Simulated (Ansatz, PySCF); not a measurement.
C7H7O (SMILES [CH2]c1ccc(O)cc1), doublet (typed; the unrestricted solution is spin-contaminated), geometry from GFN2-xTB. Base run: MP2/cc-pVDZ (PySCF).

Input for PySCF:
```python
from pyscf import gto, scf, mp

mol = gto.M(
    atom='''
C    -2.818338    0.033977    0.261488
C    -1.447947    0.013488    0.133730
C    -0.737477   -1.196442   -0.117320
C     0.623604   -1.214070   -0.243791
C     1.360160   -0.028823   -0.128112
O     2.710769   -0.093964   -0.260952
C     0.693229    1.174806    0.118009
C    -0.670152    1.200705    0.245963
H    -3.347230    0.950289    0.450782
H    -3.399272   -0.866022    0.175617
H    -1.300335   -2.113312   -0.207435
H     1.159120   -2.131156   -0.433806
H     3.093877    0.786061   -0.160172
H     1.266857    2.089354    0.206787
H    -1.177650    2.134648    0.436029
''',
    basis='cc-pvdz',
    charge=0,
    spin=1,
    verbose=4,
)

mf = scf.UHF(mol)
mf.kernel()

pt = mp.MP2(mf)
pt.kernel()
print('E(MP2) = %.10f' % pt.e_tot)
```

The same geometry, method and basis name were run in Ansatz (an electronic-structure program) and PySCF, at each program's defaults and at the settings that a row names. The base is PySCF at its defaults. Differences at the defaults can come from grids, fitting, cores and function types together.

| code and settings | ΔE vs base (mEh) | basis functions | E (Eh) | SCF cycles | SCF-reference dipole (D) |
|---|---|---|---|---|---|
| PySCF, defaults (exact integrals, spherical functions, all electrons correlated) | 0.000 | 147 | -345.07419 | 16 | 1.41 |
| Ansatz, defaults (factorised integrals, spherical functions, frozen core) | 20.230 | 147 | -345.05396 | - | - |
| PySCF, frozen core | 20.223 | 147 | -345.05396 | 16 | 1.41 |
| Ansatz, high accuracy, frozen core | 20.221 | 147 | -345.05396 | - | - |

Open shells are given as the SCF converged; they aren't shown to be the lowest states, and a large step between rows can be another state.
